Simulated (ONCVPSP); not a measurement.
What one change does to a pseudopotential (Li (Z = 3), ONCV)

ONCVPSP 4.0.1 input, shortened (lines: element, Z, core and valence counts, functional; n l f; lmax; l rc ep ncon nbas qcut; lloc lpopt rc5 dvloc0; l nproj debl; icmod fcfact rcfact), PBE, scalar-relativistic:

```
  Li 3.00    1    1        4      upf
    1    0    2.00
    2    0    1.00
    1
    0    2.25    0.00    4    9    3.60
    1    2.20    0.14    4    7    3.60
    1    5    2.20    0.00
    0    2    3.10
    1    0    2.00
    3    4.25    1.45
```

Change: s: rc 3.28.

Cutoffs: the cutoffs (Ha) at which the residual kinetic energy of the hardest occupied pseudo-wave falls to 1 and 0.1 mHa per electron; they do not see the model core or the augmentation charge, which bear on the density cutoff. Errors are all-electron minus pseudo energies relative to the spin-unpolarised reference configuration.

How do hardness, ghosts and transferability respond?

The potential gets softer (2.4 Ha and 3.7 Ha → 2.2 Ha and 3.4 Ha); neither file shows a bound ghost. A larger radius leaves more room for a smooth pseudo-wave, so fewer plane waves are needed.

```csv
quantity,base,changed
"cutoff, loose",2.4 Ha,2.2 Ha
"cutoff, tight",3.7 Ha,3.4 Ha
bound ghosts,none,none
GHOST(+) flags under 300 eV,s at 141.1 eV,none
tests with a reliable result,1 of 2,1 of 2
"error for 2s0.5, meV [ΔE 2.05 eV]",+6.2,+6.0
p: phases at 2.24 bohr within 0.05 rad from the reference energy up to (Ha; the scan ends near 5),1.5,1.5
"rms error of d²Exc/dni dnj with the model core, mHa",2.41,2.34
```

Base: The cutoffs count occupied waves only; projector 2 of the s channel, the hardest unoccupied one, needs 8 Ha at the loose tolerance. Changed file: The cutoffs count occupied waves only; projector 1 of the p channel, the hardest unoccupied one, needs 6 Ha at the loose tolerance.
